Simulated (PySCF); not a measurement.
## Working out the excitation energy of K

K [Ar] 4s1 (2S) → K [Ar] 4p1 (2P). Computed with PySCF 2.14 in x2c-QZVPPall (11s7p4d3f, 73 functions), with the spin-free X2C one-electron Hamiltonian (Gaussian nucleus). Frozen: [Ne]. Energies in hartree (1 hartree = 27.21139 eV):

```
            part    K (lower)    K (upper)
             UHF  -601.464016  -601.411754
CCSD correlation    -0.219151    -0.212856
             (T)    -0.006641    -0.006161
```

**Question.** What does Hartree-Fock give?

**Answer.** (-601.411754) − (-601.464016) = 0.052262 hartree = 1.422 eV.

**Question.** What do CCSD and CCSD(T) give?

**Answer.** The CCSD correlation energies differ by 0.006295 hartree = 0.171 eV and the triples by 0.000480 hartree = 0.013 eV, so CCSD gives 1.593 eV and CCSD(T) 1.606 eV.

Measured between the centres of the two terms (NIST): 1.615 eV, so CCSD(T) (valence and next inner shell) is off by -0.009 eV.

What remains against the reference includes basis incompleteness, the frozen core and higher excitations.
